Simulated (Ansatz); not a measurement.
# Which level was it?

GeSiNH6: 9 atoms, total charge 0, spin state doublet. SMILES: `[SiH3][N][GeH3]`. The coordinates come from a PBE0-D4/def2-TZVP relaxation.

```xyz
9

Si   -0.6802    1.0669   -0.9553
N     0.5303    0.6215    0.1995
Ge    0.7683   -1.0364    0.9762
H    -1.3183   -0.0704   -1.6810
H    -0.0869    1.9984   -1.9494
H    -1.7312    1.7788   -0.1724
H     2.0998   -1.5634    0.4161
H    -0.3683   -2.0297    0.6579
H     0.8750   -0.8119    2.4914
```

A calculation with Ansatz 0.2.0 gave:

```yaml
total_energy: -2424.5494 Eh
dipole_moment: 1.14 D
HOMO_energy: -7.04 eV
LUMO_energy: -3.74 eV
⟨S²⟩: 0.754
largest_force: 0.316 eV/Å
```

Which of these levels gave the numbers?
A. HF/STO-3G
B. B3LYP/6-31G* (spherical functions)
C. HF/6-31G* (spherical functions)
D. HF/3-21G

B. The others give -2421.8888 Eh (HF/6-31G* (spherical functions)), -2394.5758 Eh (HF/STO-3G), -2410.3158 Eh (HF/3-21G).
